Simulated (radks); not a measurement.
The numbers below are computed, except where a source is named.
The nuclear charge of the phosphorus ion P2+ is varied continuously with 13 electrons held in [Ne] 3s2 3p1. Code: a radial shooting solver on a logarithmic mesh with Libxc functionals. Model: scalar-relativistic Kohn-Sham, PBE, spin-polarised, spherical densities, finite nucleus; open shells are filled with parallel spins first; Fermi nuclear charge, rms radius 3.1889 fm. By the Hellmann-Feynman theorem dE/dZ = E(electron-nucleus)/Z, the electronic potential at the nucleus (averaged over a nucleus of fixed radius). The scalar-relativistic energy here is not variational (the density holds large components alone), so the two differ by a part that grows with Z.

Z     E (hartree)  E(electron-nucleus)/Z (hartree)  HOMO  e(HOMO) (eV)  <r> HOMO (bohr)
14.5   -314.65586                         -51.2801    3p       -18.059            2.172
15     -340.85329                         -53.4855    3p       -24.868            1.963
15.5   -368.15406                         -55.6903    3p       -32.519            1.796
16     -396.55814                         -57.8952    3p       -40.992            1.658

The central difference of E at Z = 15 is -53.498 hartree, to compare with the third column; the second derivative is -4.41 hartree.
